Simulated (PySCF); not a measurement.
## Highest orbital energy against ionisation energy along the second row

Calculated with PySCF 2.14, no spin-orbit coupling. Each cell gives −ε(HOMO) / ΔSCF in eV; NIST values include spin-orbit coupling, (s) semi-empirical, (t) theoretical.

```csv
species,UHF,LDA,PBE,PBE0,r2SCAN,NIST (lowest levels)
"B²⁺ (aug-cc-pVDZ-DK, spin-free X2C)",37.734 / 37.733,32.349 / 37.761,32.670 / 38.158,34.040 / 38.115,32.939 / 37.758,37.931
"C²⁺ (aug-cc-pVDZ-DK, spin-free X2C)",46.115 / 45.845,40.221 / 46.981,40.460 / 47.168,42.112 / 47.109,40.737 / 46.671,47.888
"N²⁺ (aug-cc-pVDZ-DK, spin-free X2C)",47.969 / 47.308,38.586 / 47.860,38.874 / 48.062,41.270 / 48.036,39.757 / 48.208,47.445 (s)
"O²⁺ (aug-cc-pVDZ-DK, spin-free X2C)",55.715 / 54.626,44.987 / 55.441,45.097 / 55.346,47.897 / 55.362,46.103 / 55.633,54.936 (s)
"F²⁺ (aug-cc-pVDZ-DK, spin-free X2C)",63.767 / 62.220,51.599 / 63.194,51.585 / 62.915,54.797 / 62.964,52.776 / 63.186,62.708 (s)
"Ne²⁺ (aug-cc-pVDZ-DK, spin-free X2C)",63.921 / 61.693,52.109 / 63.608,52.509 / 63.874,55.667 / 63.689,53.303 / 63.535,63.423
```

Task: How far is −ε(HOMO) from ΔSCF on average for each method, and why?

Result: UHF 0.97 eV; LDA -9.17 eV; PBE -9.05 eV; PBE0 -6.58 eV; r2SCAN -8.23 eV. Hartree-Fock orbital energies lack relaxation and so exceed the ΔSCF value; semilocal functionals have convex E(N) from self-interaction, so their HOMO lies far too high; exact exchange moves hybrids part of the way back.
